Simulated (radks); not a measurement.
Values are calculated unless marked as measured or tabulated.
Pt2+, configuration [Xe] 4f14 5d7 5f1 (not the ground configuration).

Code: a radial shooting solver on a logarithmic mesh with Libxc functionals. Model: scalar-relativistic Kohn-Sham, PBE, spin-polarised, spherical densities, finite nucleus; open shells are filled with parallel spins first (spin-orbit coupling, left out, can overturn this in heavy ions); Fermi nuclear charge, rms radius 5.427 fm.

Energy parts (hartree):
| part | energy |
|---|---|
| total | -18407.7974 |
| kinetic | 20519.3894 |
| electron-nucleus | -45654.1405 |
| Hartree | 7080.1406 |
| exchange-correlation | -353.1869 |

Orbitals (lengths in bohr, moments of r in powers of bohr; <r^-3> diverges for s and p1/2):
orbital  occ.  eigenvalue (hartree)   <r^-3>       <r^4>   <1/r>
1s down     1             -2882.111        -   4.521e-07   93.91
1s up       1             -2882.111        -   4.521e-07   93.91
2s up       1             -507.2478        -  0.00006659   22.01
2s down     1             -507.2396        -  0.00006659   22.01
2p up       3             -439.8892    24240  0.00005365   19.66
2p down     3             -439.8826    24240  0.00005365   19.66
3s up       1             -119.9809        -    0.002415   8.161
3s down     1             -119.9779        -    0.002415   8.161
3p up       3             -100.3543     5516    0.002641   7.465
3p down     3             -100.3509     5516    0.002641   7.465
3d up       5             -79.03460    690.2    0.002032   7.031
3d down     5             -79.02871    690.2    0.002032   7.031
4s up       1             -26.63452        -     0.05464   3.492
4s down     1             -26.62663        -     0.05463   3.491
4p up       3             -20.19501     1318     0.07300   3.158
4p down     3             -20.18772     1318     0.07295   3.157
4d up       5             -12.36396    143.6      0.1023   2.826
4d down     5             -12.35551    143.6      0.1020   2.826
5s up       1              -4.83763        -       1.491   1.418
5s down     1              -4.77948        -       1.468   1.426
4f up       7              -3.66409    27.12      0.2213   2.389
4f down     7              -3.65126    27.20      0.2164   2.393
5p up       3              -3.14953    218.3       2.741   1.207
5p down     3              -3.07655    221.8       2.705   1.215
5d up       5              -1.24200    14.09       11.07  0.8706
5d down     2              -1.15748    14.14       11.59  0.8695
5f up       1              -0.24210  0.08650        1433  0.2333

The highest occupied level is 5f up at -6.588 eV. The spin density at the nucleus is -18.03 e/bohr^3 (1s -0.17, 2s -1.99, 3s 0.06, 4s 2.30, 5s -18.23).
